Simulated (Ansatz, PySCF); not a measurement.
ZnCl, SMILES [Cl][Zn+], charge +1. Atoms are numbered in the order given.

```xyz
2

Zn     0.0000     0.0000    -0.7565
Cl     0.0000     0.0000     1.3165
```
Charge +1, spin multiplicity 1.

Geometry optimised at B3LYP-D3(BJ)/def2-TZVP. The spin state was assumed, not searched.

Two levels are set side by side: PBE-D3(BJ)/def2-TZVP (Ansatz, a quantum-chemistry and plane-wave program) and B3LYP-D3(BJ)/def2-TZVP (Ansatz). Each level has its own optimised geometry; the coordinates shown are those of the second. Frequencies come from the Hessian of PySCF at each geometry. Differences are taken from unrounded values.

```json
[
 {"quantity": "bond Zn1–Cl2 (Å)", "B3LYP-D3(BJ)": "2.073"},
 {"quantity": "highest harmonic wavenumber (cm⁻¹)", "B3LYP-D3(BJ)": "440"},
 {"quantity": "mean harmonic wavenumber (cm⁻¹)", "B3LYP-D3(BJ)": "440"},
 {"quantity": "zero-point energy (kcal/mol)", "B3LYP-D3(BJ)": "0.63"}
]
```

**Question.** What does PBE-D3(BJ) give, and how far is it from B3LYP-D3(BJ)? (An estimate is asked for; the answer gives what the named calculation found.)

**Answer.** 
```tsv
quantity	PBE-D3(BJ)	PBE-D3(BJ) minus B3LYP-D3(BJ)
bond Zn1–Cl2 (Å)	2.067	-0.006
highest harmonic wavenumber (cm⁻¹)	438	-2
mean harmonic wavenumber (cm⁻¹)	438	-2
zero-point energy (kcal/mol)	0.63	0.00
```

Here PBE gives about what the other level gives.
